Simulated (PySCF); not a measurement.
SiClH₂I, SMILES Cl[SiH2]I. Geometry optimised at r2SCAN-D4/def2-SVP. The def2 effective core potentials stand for the cores of I; spin–orbit coupling is left out.

Method: r2SCAN-D4/def2-SVP in PySCF.

Harmonic wavenumbers (cm⁻¹): 135, 363, 540, 558, 694, 844, 935, 2254, 2270. Rotational constants (GHz): 11.55, 1.165, 1.072; symmetry number 1.

Work out the zero-point energy and the ideal-gas rigid-rotor harmonic-oscillator thermochemistry at 298.15 K and 1 atm.

ZPE = ½ Σ hcν = ½ × 8593 cm⁻¹ = 12.28 kcal/mol. H − E(el) = 15.68 kcal/mol. Entropy in cal/(mol K): translation 41.67, rotation 27.50, vibration 5.69, total 74.86. G − E(el) = -6.64 kcal/mol. Cp = 15.58 cal/(mol K). Modes under 150 cm⁻¹ make the vibrational entropy uncertain.
